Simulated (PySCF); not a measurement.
antimony atom (Sb), quartet (core potentials on Sb); DF-B3LYP/def2-TZVPD in PySCF.

PySCF was given this input:
```python
from pyscf import gto, scf, dft

mol = gto.M(
    atom='''
Sb    0.00000000    0.00000000    0.00000000
''',
    basis='def2-tzvpd',
    ecp={'Sb': 'def2-tzvpd'},
    spin=3,
    verbose=4,
)

mf = dft.UKS(mol)
mf.xc = 'b3lyp'
mf = mf.density_fit(auxbasis='def2-universal-jkfit')
mf.kernel()
```

It wrote (shortened):

```
PySCF version 2.14.0

[INPUT] verbose = 4
[INPUT] num. atoms = 1
[INPUT] num. electrons = 23
[INPUT] charge = 0
[INPUT] spin (= nelec alpha-beta = 2S) = 3
[INPUT] symmetry False subgroup None
[INPUT] Mole.unit = angstrom
[INPUT] Symbol           X                Y                Z      unit          X                Y                Z       unit  Magmom
[INPUT]  1 Sb     0.000000000000   0.000000000000   0.000000000000 AA    0.000000000000   0.000000000000   0.000000000000 Bohr   0.0

nuclear repulsion = 0
number of shells = 18
number of NR pGTOs = 97
number of NR cGTOs = 56
basis = def2-tzvpd
ecp = {'Sb': 'def2-tzvpd'}

******** <class 'pyscf.df.df_jk.DFUKS'> ********
method = DFUKS
initial guess = minao
damping factor = 0
level_shift factor = 0
DIIS = <class 'pyscf.scf.diis.CDIIS'>
diis_start_cycle = 1
diis_space = 8
diis_damp = 0
SCF conv_tol = 1e-09
SCF conv_tol_grad = None
SCF max_cycles = 50
direct_scf = False
number electrons alpha = 13  beta = 10
XC library pyscf.dft.libxc version 7.1.2
    S. Lehtola, C. Steigemann, M. J. T. Oliveira, and M. A. L. Marques,  SoftwareX 7, 1–5 (2018)
XC functionals = b3lyp
    P. J. Stephens, F. J. Devlin, C. F. Chabalowski, and M. J. Frisch,  J. Phys. Chem. 98, 11623 (1994)
radial grids:
    Treutler-Ahlrichs [JCP 102, 346 (1995); DOI:10.1063/1.469408] (M4) radial grids

becke partition: Becke, JCP 88, 2547 (1988); DOI:10.1063/1.454033
pruning grids: <function nwchem_prune>
grids dens level: 3
symmetrized grids: False
atomic radii adjust function: <function treutler_atomic_radii_adjust>
small_rho_cutoff = 0
Set gradient conv threshold to 3.16228e-05
tot grids = 21960
******** <class 'pyscf.df.df.DF'> ********
auxbasis = def2-universal-jkfit
init E= -201.93838509533

cycle= 1 E= -239.399286887737  delta_E= -37.5  |g|= 1.67  |ddm|= 10.6
cycle= 2 E= -239.577674175001  delta_E= -0.178  |g|= 1.73  |ddm|= 4.51
cycle= 3 E= -240.293447961742  delta_E= -0.716  |g|= 0.0364  |ddm|= 1.59
cycle= 4 E= -240.293876282084  delta_E= -0.000428  |g|= 0.00339  |ddm|= 0.0722
cycle= 5 E= -240.293885166243  delta_E= -8.88e-06  |g|= 0.000909  |ddm|= 0.0168
cycle= 6 E= -240.293885644804  delta_E= -4.79e-07  |g|= 1.41e-05  |ddm|= 0.00246
cycle= 7 E= -240.293885644964  delta_E= -1.6e-10  |g|= 2.19e-06  |ddm|= 4.65e-05
Extra cycle  E= -240.293885644965  delta_E= -1.14e-12  |g|= 1.75e-06  |ddm|= 8.22e-06
converged SCF energy = -240.293885644965  <S^2> = 3.7506082  2S+1 = 4.0003041
```
